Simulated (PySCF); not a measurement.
**Au⁺: ionisation energy**

Au⁺ [Xe] 4f14 5d10 → Au²⁺ [Xe] 4f14 5d9 [5d3/2^4 5d5/2^5, M_J = 5/2], as a difference of total energies. All numbers are calculated (PySCF 2.14, the two-component X2C-1e Hamiltonian, in x2c-TZVPPall-2c). Correlated levels: [Kr] 4d10 4f14 frozen; the 34 highest virtual spinors dropped. "Screened" scales the spin-orbit matrix elements by Boettger's factors to mimic the two-electron term; Breit and QED terms are absent.

```json
{"method": "GHF (spin-free)", "ionisation energy (eV)": "19.065"}
{"method": "GMP2 (spin-free)", "ionisation energy (eV)": "20.864"}
{"method": "GHF (screened spin-orbit)", "ionisation energy (eV)": "18.439"}
{"method": "GMP2 (screened spin-orbit)", "ionisation energy (eV)": "20.209"}
```

Task: How much does correlation contribute at GMP2 (screened spin-orbit)?

Result: 20.209 − (18.439) = 1.770 eV, measured against GHF (screened spin-orbit).

The spin-free rows lack the spin-orbit shift.

Errors of the correlated levels include the incompleteness of this basis and the frozen core.

For comparison: 20.203 ± 0.025 eV (measured; NIST Atomic Spectra Database, ionization energies).
